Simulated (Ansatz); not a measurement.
Consider the formal exchange of groups at a C–C bond: `C[CH](F)[ZnH]` + `N#[C][GaH][Cl]` → `[CH3][Ga]([Cl])[C]#N` + `F[CH2][ZnH]`.

Gas-phase electronic energies from Ansatz, PBE0-D4/def2-TZVP geometries. CCSD(T)/CBS adds triple-zeta CCSD(T) − MP2 to the extrapolated MP2 energy (def2 sets, frozen cores). DFT in def2-TZVPP. B3LYP here is the variant with VWN-RPA as its local correlation; programs differ in this. For Ga, Zn outer-core shells are correlated without core-valence functions, which leaves a few kJ/mol of doubt a bond. Scalar relativity is left out up to krypton.

```tsv
level	ΔE (kJ/mol)
PBE-D4	-35.4
PBE0-D4	-36.5
ωB97X-V	-34.5
r2SCAN	-35.5
B3LYP	-36.9
MP2/def2-TZVPP	-42.1
SCS-MP2/def2-TZVPP	-39.0
MP2/def2-QZVPP	-43.2
```

(1) What does CCSD(T)/CBS give? (Estimate.)

Largest T1 diagnostic among the species: 0.014.

Results:

(1) The calculation gave: -40.5 kJ/mol. The listed levels differ from it by 5.1, 4.0, 6.0, 5.0, 3.6, -1.6, 1.5, -2.7 kJ/mol.

In def2-TZVPP, CCSD(T) changes the Hartree–Fock value by −4.6 kJ/mol (the triples alone add −0.0 kJ/mol) and MP2 by −8.3 kJ/mol.
